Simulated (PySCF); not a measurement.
A side-by-side comparison of computed properties.

First species: C6H15NSi2.
Geometry (GFN2-xTB, Å), atoms numbered from 1 in this order:
```
atom  x, y, z in Å
C1     1.140    0.345    1.588
C2     1.364   -0.170    0.383
C3     2.402   -1.234    0.164
C4     0.668    0.342   -0.809
C5     1.539    0.675   -1.991
C6    -0.651    0.540   -0.884
N7    -1.633    0.181    0.039
Si8   -2.973    1.266    0.290
Si9   -1.547   -1.324    0.917
H10    1.665   -0.004    2.462
H11    0.434    1.144    1.737
H12    3.264   -0.823   -0.362
H13    2.741   -1.639    1.114
H14    1.996   -2.044   -0.440
H15    0.971    1.216   -2.744
H16    2.384    1.288   -1.683
H17    1.931   -0.234   -2.449
H18   -1.048    1.012   -1.777
H19   -4.216    0.588   -0.082
H20   -2.738    2.436   -0.554
H21   -3.009    1.655    1.701
H22   -0.653   -2.207    0.177
H23   -1.130   -1.135    2.306
H24   -2.913   -1.857    0.905
```

Second species: C2H13FO2Si4.
Cartesian coordinates in Å at the GFN2-xTB level; atoms count from 1:
```xyz
22
C2H13FO2Si4 angstrom
C      3.5653   -0.1285   -0.3478
C      2.2823    0.6797   -0.5037
Si     0.7267   -0.4287   -0.5806
O      0.7047   -1.4493    0.6984
Si    -1.2241    0.7176   -0.2019
F     -1.4356    1.6522   -1.5217
Si    -1.7709    2.0220    1.6338
O     -2.4522   -0.3361   -0.3882
Si    -3.1882   -1.7681   -0.2483
H      3.6815   -0.8294   -1.1717
H      4.4400    0.5197   -0.3297
H      3.5507   -0.6945    0.5823
H      2.2057    1.3789    0.3319
H      2.3558    1.2883   -1.4045
H      0.8874   -1.2443   -1.8068
H      1.4507   -2.0014    0.9195
H     -1.9021    1.2372    2.8697
H     -0.7176    3.0152    1.8965
H     -3.0187    2.7889    1.5115
H     -4.2938   -1.7081   -1.1986
H     -2.2227   -2.8156   -0.5789
H     -3.6353   -1.8764    1.1403
```

Levels: PBE0/pcSseg-1 for dipole moment, HOMO energy, LUMO energy and HOMO–LUMO gap; GFN2-xTB for rotational constant A and rotational constant C. Geometries: GFN2-xTB. Each structure is a single optimised conformer of the isolated species, non-relativistic unless stated; the electronic structure was computed with PySCF and density fitting.

The conformers computed, where there is a choice (atom-mapped SMILES and torsion angles):
- `[CH2:1]=[C:2]([CH3:3])/[C:4]([CH3:5])=[CH:6]\[N:7]([SiH3:8])[SiH3:9]`: C1–C2–C4–C5 130°, C4–C6–N7–Si8 143°
- `[CH3:1][CH2:2][Si@@H:3]([OH:4])[Si@:5]([F:6])([SiH3:7])[O:8][SiH3:9]`: C1–C2–Si3–O4 52°, C2–Si3–Si5–F6 70°, Si3–Si5–O8–Si9 39°, H–O4–Si3–C2 -52°

Values for the first species:

| Item | Value |
| --- | --- |
| Dipole moment | 0.53 D |
| HOMO energy | -5.86 eV |
| LUMO energy | -0.14 eV |
| HOMO–LUMO gap | 5.72 eV |
| Rotational constant A | 1.740 GHz |
| Rotational constant C | 0.642 GHz |

Task: Estimate the same properties for the second species, and the change in each.

Result: 
| property | first | second | second less first |
| --- | --- | --- | --- |
| dipole moment | 0.53 D | 2.91 D | +2.38 D |
| HOMO energy | -5.86 eV | -7.48 eV | -1.62 eV |
| LUMO energy | -0.14 eV | -1.01 eV | -0.87 eV |
| HOMO–LUMO gap | 5.72 eV | 6.47 eV | +0.75 eV |
| rotational constant A | 1.740 GHz | 0.971 GHz | -0.769 GHz |
| rotational constant C | 0.642 GHz | 0.427 GHz | -0.215 GHz |

On the first: In atomic units the dipole is 0.21 e·bohr (1 au = 2.5417 D). GFN2-xTB frequencies show an imaginary mode (67i cm⁻¹), so this geometry is no minimum at that level.

On the second: A dipole of 2.91 D is allowed in C1, and pure rotational transitions are dipole-allowed. The dipole matches unit charges of opposite sign 0.61 Å apart (1 e·Å = 4.8032 D). GFN2-xTB frequencies show an imaginary mode (26i cm⁻¹), so this geometry is no minimum at that level.
